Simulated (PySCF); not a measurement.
C₅H₅FO, SMILES C1(=O)C(F)=CCC1.

Coordinates come from a PBE0-D3(BJ)/def2-SVP optimisation. Other conformers were not sampled.

Vertical ionisation energy (IE) and electron affinity (EA) in eV. Rows of orbital energies are one-electron estimates. Where ΔSCF, EOM or ADC give a negative EA the extra electron is unbound and the value depends on the basis.

| level | IE | EA |
|---|---|---|
| −ε(HOMO), −ε(LUMO), CAM-B3LYP/def2-TZVP (PySCF) | 8.91 | 0.43 |
| −ε(HOMO), −ε(LUMO), PBE/def2-TZVP (PySCF) | 5.78 | 2.51 |
